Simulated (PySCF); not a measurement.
## [AuH2]+: one-bond stretch

These are results of PySCF, UPBE0, basis Au def2-TZVP with ECP60, H def2-TZVP (scalar-relativistic core potentials, no spin–orbit coupling, density fitting), not measurements.

Rigid scan from the triplet minimum (Au–H 1.672 Å (×2); H–Au–H 157.8°). Coordinate: the bond from Au to the last atom (H) scaled, the rest fixed. Energies in kJ/mol from the minimum.

| scale of one bond | E (kJ/mol) | dipole size (D, about the centre of mass) | ⟨S²⟩ |
| --- | --- | --- | --- |
| 0.92 | 9.3 | 0.40 | 2.01 |
| 0.96 | 2.0 | 0.26 | 2.01 |
| 1.00 | 0.0 | 0.21 | 2.01 |
| 1.05 | 2.1 | 0.34 | 2.01 |
| 1.12 | 9.4 | 0.61 | 2.02 |
| 1.20 | 19.5 | 0.87 | 2.02 |
| 1.35 | 36.7 | 1.10 | 2.01 |
| 1.55 | 53.8 | – | 2.01 |
| 1.80 | 68.1 | – | 2.01 |
| 2.20 | 79.7 | – | 2.01 |

With open d or f shells other occupations or spin states may lie lower. No spin–orbit coupling is included, which matters more the heavier the element.

Other isomers or separated fragments may lie lower.
